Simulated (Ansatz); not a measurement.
```xyz
5

N     1.143   -0.435    1.890
C     0.558   -0.290    0.906
Si   -0.342   -0.249   -0.695
F    -1.775    0.392   -0.440
H     0.415    0.582   -1.661
```

The species carries charge 0 and has multiplicity 2.

List the CAM-B3LYP/def2-TZVPP orbital energies in eV (Ansatz). (Best estimate.)

The calculation gave: α occupied: -1803.52, -674.48, -392.44, -279.99, -147.93, -103.34, -103.27, -103.20, -35.62, -27.51, -19.23, -16.40, -15.39, -15.13, -13.60, -12.44, -12.07, -11.91, -8.70. α empty: -0.49, 0.55, 1.83, 2.47, 2.80, 3.83, 4.76, 5.47. β occupied: -1803.42, -674.42, -392.39, -279.99, -147.81, -103.20, -103.13, -103.05, -35.48, -27.40, -18.83, -16.25, -15.22, -14.83, -13.33, -12.23, -11.88, -11.80. β empty: -2.68, -0.28, 1.09, 2.12, 2.58, 2.93, 4.03, 4.98. ⟨S²⟩ = 0.753.
